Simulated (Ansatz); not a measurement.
```csv
atom,x (Å),y (Å),z (Å)
Ge,-0.0356,0.0261,0.0235
H,0.8951,0.9195,0.9251
H,0.9254,-0.8554,-0.8820
H,-0.8425,0.9050,-0.8745
H,-0.9051,-0.8424,0.8751
```

Basis set: def2-TZVP (spherical functions). Left uncorrelated: 9 orbitals. Charge 0, multiplicity 1.

Computed with Ansatz (development build ahead of 0.2.0); each method stands on the lowest determinant of its kind that the runs found. Restricted open shells among the atoms or ions are ROHF, correlated in semicanonical orbitals with singles.

The atomization energy at this shape (free ground-state atoms in the same class of orbitals less the molecule, no zero-point energy) of singlet GeH4:

| method | atomization energy |
| --- | --- |
| RHF | 9.77 eV |

(1) What does RHF-MP2 give?

## Answers

(1) 11.93 eV.
